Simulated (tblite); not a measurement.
Compound: C₈H₁₇P.
Geometry (GFN2-xTB, Å), atoms numbered from 1 in this order:
```
atom  x, y, z in Å
C1     2.563    1.600    1.653
C2     2.072    0.385    1.824
C3     1.721   -0.544    0.718
P4    -0.136   -0.816    0.658
C5    -0.190   -1.835   -0.906
C6     0.165   -3.294   -0.657
C7    -0.575    0.834   -0.089
C8    -2.083    1.018   -0.229
C9    -2.426    2.387   -0.804
H10    2.792    2.245    2.484
H11    2.763    1.997    0.671
H12    1.878    0.011    2.821
H13    2.173   -1.523    0.900
H14    2.066   -0.161   -0.247
H15   -1.213   -1.772   -1.287
H16    0.480   -1.397   -1.652
H17    1.183   -3.391   -0.285
H18    0.084   -3.868   -1.578
H19   -0.508   -3.727    0.080
H20   -0.173    1.600    0.580
H21   -0.085    0.940   -1.063
H22   -2.491    0.241   -0.879
H23   -2.548    0.904    0.753
H24   -1.983    2.508   -1.790
H25   -3.503    2.505   -0.895
H26   -2.046    3.177   -0.159
```

All values are computed: GFN2-xTB (tblite) harmonic vibrations without scaling, gas phase. The method is semi-empirical: single wavenumbers can be off by several per cent or more. One conformer, not necessarily the lowest.

Harmonic wavenumbers (cm⁻¹): 40.0, 57.5, 67.0, 76.7, 78.0, 139.0, 152.9, 191.0, 208.7, 232.4, 285.9, 296.7, 310.2, 378.8, 413.2, 585.9, 670.0, 722.7, 737.6, 759.5, 781.4, 835.7, 854.7, 889.8, 949.1, 953.4, 987.5, 1006.0, 1017.9, 1027.4, 1060.0, 1077.4, 1085.0, 1116.3, 1166.2, 1188.1, 1216.3, 1226.1, 1230.1, 1255.2, 1274.6, 1289.8, 1340.5, 1407.7, 1411.0, 1415.1, 1430.5, 1444.2, 1450.3, 1494.2, 1498.6, 1502.6, 1503.7, 1506.0, 1708.9, 2915.2, 2923.2, 2934.2, 2939.8, 2944.8, 2951.8, 2965.1, 2980.5, 3014.4, 3026.8, 3027.4, 3032.1, 3035.1, 3037.6, 3054.1, 3093.2, 3122.8.

A = 1183, B = 1009, C = 589.7 MHz; mass 144.107 u (most abundant isotopes); point group C1, symmetry number 1.

Question: What is the zero-point energy?

Answer: ½Σν̃ = 50002 cm⁻¹ = 598.15 kJ/mol.

Question: Give the ideal-gas entropy at 400 K and 1 bar in the rigid-rotor, harmonic-oscillator model (classical rotation).

Answer: Translation 176.95, rotation 131.29, vibration 238.49: S = 546.7 J/(mol K).

Question: And Cp and H(400 K) − H(0)?

Answer: Cp = 254.80 J/(mol K), of which vibrations give 221.55 (their classical limit is 72 R = 598.6); H(400 K) − H(0) = 60.02 kJ/mol without the zero-point energy, 46.72 from vibrations.

Question: How do the functions run with temperature in this model?

Answer: 
| T (K) | S (J/(mol K)) | Cp (J/(mol K)) | H − H(0) (kJ/mol) | G − H(0) (kJ/mol) | ln q(vib) |
| --- | --- | --- | --- | --- | --- |
| 150 | 371.4 | 128.2 | 12.78 | -42.94 | 5.28 |
| 250 | 447.4 | 174.5 | 27.84 | -84.00 | 9.22 |
| 298.15 | 480.3 | 199.9 | 36.85 | -106.34 | 11.00 |
| 600 | 668.0 | 344.7 | 120.46 | -280.36 | 21.50 |
| 900 | 826.3 | 435.1 | 238.47 | -505.19 | 31.19 |

q(vib) and H(0) count from the zero-point level.

Question: What must be added to the electronic energy to get the Gibbs energy at 400 K and 1 bar?

Answer: ZPE + [H(400 K) − H(0)] − T·S = 598.15 + 60.02 − 218.69 = 439.48 kJ/mol.

Question: Blend soft modes into free rotors: weight 1/[1 + (100 cm⁻¹/ν̃)⁴] for the oscillator and the rest for a rotor with moment μB/(μ + B), μ = h/(8π²ν), B = 10⁻⁴⁴ kg m². What vibrational entropy results?

Answer: 213.50 J/(mol K) in place of 238.49, which changes −T·S at 400 K by +9.99 kJ/mol.

Question: Which modes carry the vibrational entropy at 400 K?

Answer: 40.0 cm⁻¹: 24.44; 57.5 cm⁻¹: 21.43; 67.0 cm⁻¹: 20.17; 76.7 cm⁻¹: 19.05; 78.0 cm⁻¹: 18.91; 139.0 cm⁻¹: 14.16 J/(mol K); the other 66 give 120.33 together.

Hindered rotation and anharmonicity are outside this model. Other conformers, if any are populated, would add a mixing term that is left out. The structure is chiral; the term R ln 2 for an equal mix with its mirror image is left out.
